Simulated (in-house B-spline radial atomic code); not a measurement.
A radial electron density 4πr²n(r) was computed for an atom or ion in its tabulated ground configuration with an all-electron radial atomic-structure program (B-spline basis); method: non-relativistic r2SCAN, spin-polarised, spherical fractional occupations. Columns: r (bohr), 4πr²n(r) (electrons per bohr), bar.

```
 0.00141    1.908 #
 0.00174    2.812 ##
 0.00214    4.087 ##
 0.00264    5.916 ###
 0.00326     8.48 #####
 0.00402    11.95 ######
 0.00496    16.57 #########
 0.00612    22.47 ############
 0.00755    29.66 ################
 0.00931    37.88 #####################
  0.0115    46.57 #########################
  0.0142    54.55 ##############################
  0.0175    60.33 #################################
  0.0216    62.73 ##################################
  0.0266    61.36 #################################
  0.0328    57.62 ###############################
  0.0405    54.82 ##############################
  0.0499    56.88 ###############################
  0.0616     65.2 ###################################
  0.0759    75.89 #########################################
  0.0937    81.23 ############################################
   0.116    75.62 #########################################
   0.143    63.75 ###################################
   0.176    57.31 ###############################
   0.217     61.8 #################################
   0.267    67.13 ####################################
    0.33    58.74 ################################
   0.407    38.38 #####################
   0.502    22.58 ############
   0.619    20.48 ###########
   0.764    23.62 #############
   0.942    21.38 ############
    1.16    14.13 ########
    1.43    7.187 ####
    1.77    3.073 ##
    2.18    1.294 #
    2.69   0.5139 
    3.32   0.1599 
    4.09  0.03224 
    5.05 0.003472 
    6.23 0.0001793 
    7.68 3.713e-06
```

Q: Which atom or ion is it?
A. Sb3+
B. Sn3+
C. Sn4+
D. I4+

A: B. The area under the curve, ∫4πr²n dr = ∫r·4πr²n d(ln r) on this logarithmic grid, is 47 electrons, which only this option has. The configuration is [Kr] 4d10 5s1.
